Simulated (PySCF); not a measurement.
Working out the ionisation energy of Ge⁺

Ge⁺ [Ar] 3d10 4s2 4p1 (2P) → Ge²⁺ [Ar] 3d10 4s2 (1S). Computed with PySCF 2.14 in def2-QZVPPD, with no relativity, point nucleus. Frozen: [Ar] 3d10. Energies in hartree (1 hartree = 27.21139 eV):

| part | Ge⁺ (lower) | Ge²⁺ (upper) |
| --- | --- | --- |
| UHF | -2075.089820 | -2074.528882 |
| CCSD correlation | -0.052797 | -0.040980 |
| (T) | -0.000882 | 0.000000 |

What does Hartree-Fock give?

(-2074.528882) − (-2075.089820) = 0.560938 hartree = 15.264 eV.

What do CCSD and CCSD(T) give?

The CCSD correlation energies differ by 0.011817 hartree = 0.322 eV and the triples by 0.000882 hartree = 0.024 eV, so CCSD gives 15.586 eV and CCSD(T) 15.610 eV.

Measured between the centres of the two terms (NIST): 15.789 eV, so CCSD(T) (valence) is off by -0.179 eV.

The calculation is non-relativistic.

What remains against the reference includes basis incompleteness, the frozen core and higher excitations.
